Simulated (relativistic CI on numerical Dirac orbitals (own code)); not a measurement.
## Sensitivity of the levels of Ho⁴⁸⁺ to α and to the nuclear radius

Method of calculation: Dirac-Coulomb-Breit CI, separate exchange-only KLI orbitals for each configuration, derivatives by finite differences, unscaled Slater integrals, QED left out (own radial code, finite nucleus).

Configurations in the expansion (outside the closed core [Ne]): 3s²3p⁶3d, 3s²3p⁵3d², 3s3p⁶3d², 3s²3p⁶4s, 3s²3p⁶4p, 3p⁶3d³, 3p⁵3d⁴. Double excitations out of closed p, d and f shells are left out; levels of such configurations are missing from the list, as are those of other unlisted configurations, and high levels can miss mixing partners.

With x = (α/α₀)² − 1 an excitation energy changes as ω = ω₀ + qx; K = 2q/ω₀ is the relative enhancement. Terms are leading LS components, so labels can repeat. The field-shift factor is F = δν/δ⟨r²⟩ for the transition from the lowest level.

Lowest level 3s²3p⁶3d ²D3/2.

```
            Level  ω₀ (cm⁻¹)  q (cm⁻¹)       K  F (GHz/fm²)
   3s²3p⁶3d ²D5/2     388682    392800    2.02         6.61
 3s²3p⁵3d² ⁴D°3/2    1787965     95720   0.107         11.8
 3s²3p⁵3d² ⁴D°1/2    1791538    121800   0.136           12
 3s²3p⁵3d² ⁴F°5/2    1838174     97560   0.106           12
 3s²3p⁵3d² ²G°7/2    1861382     85300  0.0917         11.9
 3s²3p⁵3d² ²P°3/2    2012663    125300   0.125         12.4
 3s²3p⁵3d² ⁴D°5/2    2137755    476300   0.446         18.1
 3s²3p⁵3d² ⁴G°9/2    2173184    470000   0.433         18.4
 3s²3p⁵3d² ⁴F°7/2    2190414    484800   0.443         18.6
 3s²3p⁵3d² ⁴D°3/2    2218491    486600   0.439         17.9
 3s²3p⁵3d² ⁴P°5/2    2234276    482500   0.432         18.5
3s²3p⁵3d² ²H°11/2    2249496    478100   0.425         18.9
 3s²3p⁵3d² ²G°7/2    2260712    476400   0.422         18.5
 3s²3p⁵3d² ⁴P°1/2    2306574    485700   0.421         18.1
 3s²3p⁵3d² ²F°7/2    2336891    484900   0.415           19
 3s²3p⁵3d² ⁴D°5/2    2352252    483900   0.411           19
 3s²3p⁵3d² ²G°9/2    2373206    491700   0.414         19.2
 3s²3p⁵3d² ⁴S°3/2    2374009    490500   0.413         18.8
 3s²3p⁵3d² ²D°3/2    2499819    529800   0.424         11.6
 3s²3p⁵3d² ²F°5/2    2565181    517600   0.404         16.8
3s²3p⁵3d² ⁴G°11/2    2570643    839300   0.653         24.9
 3s²3p⁵3d² ²P°1/2    2612563    531400   0.407         15.1
 3s²3p⁵3d² ²D°5/2    2619170    854900   0.653         24.6
```

At this charge energies of transitions that change n are usually good to better than 1 %, and those within a shell (Δn = 0) to a few per cent.
